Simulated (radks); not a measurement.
Task: All-electron atom: Tm2+ in [Xe] 4f11 5d0.5 6s1.5 (fractional occupations, a model configuration). Calculated with a radial shooting solver on a logarithmic mesh with Libxc functionals: Dirac Kohn-Sham, PBE, spin-unpolarised, spherical densities, finite nucleus; open shells are shared between the two j in proportion to 2j + 1; Fermi nuclear charge, rms radius 5.2256 fm. Some entries of the table are withheld. Estimate them.

| orbital | occ. | eigenvalue (hartree) | r(max) (bohr) | <r^2> (bohr^2) |
|---|---|---|---|---|
| 1s1/2 | 2 | -2176.885 | 0.01261 | 0.0005486 |
| 2s1/2 | 2 | -368.1286 | 0.07208 | 0.008458 |
| 2p1/2 | 2 | -350.9752 | 0.05403 | 0.006090 |
| 2p3/2 | 4 | -314.9597 | 0.06035 | 0.007306 |
| 3s1/2 | 2 | -83.76944 | 0.2035 | 0.05572 |
| 3p1/2 | 2 | -76.21243 | 0.1912 | 0.05149 |
| 3p3/2 | 4 | -68.60923 | 0.2043 | 0.05828 |
| 3d3/2 | 4 | -55.70108 | (1) | 0.04579 |
| 3d5/2 | 6 | -54.04007 | (2) | 0.04767 |
| 4s1/2 | 2 | -17.53352 | 0.4645 | 0.2788 |
| 4p1/2 | 2 | -14.48990 | 0.4661 | 0.2903 |
| 4p3/2 | 4 | -12.76240 | 0.4939 | 0.3273 |
| 4d3/2 | 4 | -7.74730 | 0.4952 | 0.3658 |
| 4d5/2 | 6 | -7.43090 | 0.5041 | 0.3801 |
| 5s1/2 | 2 | -2.95430 | 1.073 | 1.591 |
| 5p1/2 | 2 | -2.08612 | 1.159 | 1.966 |
| 5p3/2 | 4 | -1.84232 | 1.238 | 2.259 |
| 4f5/2 | 4.71429 | -1.33366 | 0.4860 | 0.6467 |
| 4f7/2 | 6.28571 | -1.28428 | 0.4910 | 0.6679 |
| 5d3/2 | 0.2 | (3) | 1.615 | 4.746 |
| 5d5/2 | 0.3 | (4) | 1.653 | 4.976 |
| 6s1/2 | 1.5 | -0.68303 | 2.715 | (5) |

Result: 
(1) 3d3/2 r(max) (bohr): 0.1611
(2) 3d5/2 r(max) (bohr): 0.1648
(3) 5d3/2 eigenvalue (hartree): -0.73306
(4) 5d5/2 eigenvalue (hartree): -0.71144
(5) 6s1/2 <r^2> (bohr^2): 10.09
